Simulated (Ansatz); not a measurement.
Calculated with Ansatz (gas phase, PBE0-D4/def2-TZVP geometries, no zero-point term in ΔE). CCSD(T)/CBS is the MP2 limit (def2-TZVPP, def2-QZVPP) plus CCSD(T) − MP2 in def2-TZVPP, frozen cores. Functionals use def2-TZVPP. B3LYP here is the variant with VWN-RPA as its local correlation; programs differ in this. def2 core potentials past Kr. For Sn outer-core shells are correlated without core-valence functions, which leaves a few kJ/mol of doubt a bond. Each species was taken in one conformer, which may not be the lowest.

`[CH3][SnH]([OH])[SH]` + `[AlH2][CH2][SiH3]` → `[CH3][SnH]([OH])[AlH2]` + `[SiH3]CS`  (redistribution)

```json
{"level": "PBE-D4", "ΔE (kJ/mol)": "98.7", "difference from CCSD(T)/CBS": "-10.1"}
{"level": "PBE0-D4", "ΔE (kJ/mol)": "102.7", "difference from CCSD(T)/CBS": "-6.1"}
{"level": "B2PLYP", "ΔE (kJ/mol)": "108.1", "difference from CCSD(T)/CBS": "-0.7"}
{"level": "PBE", "ΔE (kJ/mol)": "97.7", "difference from CCSD(T)/CBS": "-11.1"}
{"level": "PBE0", "ΔE (kJ/mol)": "101.8", "difference from CCSD(T)/CBS": "-7.0"}
{"level": "B3LYP", "ΔE (kJ/mol)": "103.6", "difference from CCSD(T)/CBS": "-5.2"}
{"level": "SCS-MP2/def2-TZVPP", "ΔE (kJ/mol)": "110.4", "difference from CCSD(T)/CBS": "1.6"}
{"level": "CCSD/def2-TZVPP", "ΔE (kJ/mol)": "107.1", "difference from CCSD(T)/CBS": "-1.7"}
{"level": "CCSD(T)/def2-TZVPP", "ΔE (kJ/mol)": "107.7", "difference from CCSD(T)/CBS": "-1.1"}
{"level": "HF/CBS(def2)", "ΔE (kJ/mol)": "111.6", "difference from CCSD(T)/CBS": "2.8"}
{"level": "CCSD(T)/CBS", "ΔE (kJ/mol)": "108.8", "difference from CCSD(T)/CBS": "0"}
```

Largest T1 diagnostic among the species: 0.013.

From PBE to PBE0 (25 % exact exchange), in def2-TZVPP and without D4, ΔE moves by +4.1 kJ/mol.
